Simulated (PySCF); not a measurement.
A structure optimised at B3LYP-D3(BJ)/def2-TZVP, used in a PySCF frequency run:

```
Cd
Se 1 2.3922
```

### Question
Write its SMILES, formula and point group.

### Answer
[Se]=[Cd], CdSe, C∞v

### Question
What are its rotational constants (standard atomic weights)?

### Answer
1.9039 GHz (linear rotor, B only)
